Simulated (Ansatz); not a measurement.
CH6FNO2Si can be A, `NC(O)(O)[SiH2]F`, or B, `NCO[SiH](O)F`.

Gas-phase electronic energies from Ansatz, PBE0-D4/def2-TZVP geometries. CCSD(T)/CBS is the MP2 limit (def2-TZVPP, def2-QZVPP) plus CCSD(T) − MP2 in def2-TZVPP, frozen cores. DFT in def2-TZVPP. B3LYP here is the variant with VWN-RPA as its local correlation; programs differ in this. One conformer a species, not always the lowest.

(1) Which is lower in electronic energy at CCSD(T)/CBS, and by how much? (Estimate.)

(2) Give E(B) − E(A) in kcal/mol with MP2/def2-TZVPP, PBE0-D4, B3LYP-D4, PBE-D4, r2SCAN-D4, ωB97M-V, CCSD/def2-TZVPP. (An estimate is asked.)

Largest T1 diagnostic: 0.012.

Answers

(1) Computed: B, by 70.0 kcal/mol.

(2) Ansatz gave: MP2/def2-TZVPP -71.4, PBE0-D4 -66.1, B3LYP-D4 -68.9, PBE-D4 -63.0, r2SCAN-D4 -68.7, ωB97M-V -68.1, CCSD/def2-TZVPP -70.8. None reverses the order clearly.

The D4 term adds +0.9 kcal/mol with B3LYP and +0.4 kcal/mol with PBE0; it sums over pairs of atoms, weighted by their polarisabilities, and B3LYP, whose exchange is more repulsive, gets the larger term. In def2-TZVPP, CCSD(T) changes the Hartree–Fock value by +6.7 kcal/mol (the triples alone add +1.3 kcal/mol) and MP2 by +4.8 kcal/mol.
